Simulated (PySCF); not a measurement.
## How methods differ on the fine-structure interval of Kr⁺

Kr⁺ [Ar] 3d10 4s2 4p5 [4p1/2^2 4p3/2^3, M_J = 3/2] → Kr⁺ [Ar] 3d10 4s2 4p5 [4p1/2^1 4p3/2^4, M_J = 1/2], as a difference of total energies. Computed with PySCF 2.14 in x2c-TZVPall-2c (6s7p4d1f, 54 functions), with the two-component X2C-1e Hamiltonian. Correlated levels: [Ne] frozen. "Screened" scales the spin-orbit matrix elements by Boettger's factors to mimic the two-electron term; Breit and QED terms are absent.

```json
{"method": "GHF (screened spin-orbit)", "fine-structure interval (cm⁻¹)": "4790.8"}
{"method": "GMP2 (screened spin-orbit)", "fine-structure interval (cm⁻¹)": "5376.1"}
{"method": "GHF (bare spin-orbit)", "fine-structure interval (cm⁻¹)": "5100.0"}
```

Errors of the correlated levels include the incompleteness of this basis and the frozen core.

For comparison: 5370.1 cm⁻¹ (measured; NIST Handbook of Basic Atomic Spectroscopic Data (Sansonetti and Martin, J. Phys. Chem. Ref. Data 34, 1559 (2005))).
